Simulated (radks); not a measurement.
Species: Gd I. Configuration: [Xe] 4f8 5d1 6s1 (not the ground configuration). All-electron calculation, scalar-relativistic Kohn-Sham, PBE, spin-unpolarised, spherical densities, point nucleus. Program: a radial shooting solver on a logarithmic mesh with Libxc functionals.

X-ray form factor f0, the Fourier transform of the density (f0(0) = 64):

sin(theta)/lambda (1/angstrom)  f0 (electrons)
0.05                                    62.651
0.1                                     59.725
0.15                                    56.353
0.2                                     52.842
0.25                                    49.349
0.3                                     46.026
0.4                                     40.211
0.5                                     35.474
0.6                                     31.532
0.8                                     25.314
1                                       20.948
1.25                                    17.482
1.5                                     15.206
2                                       11.580
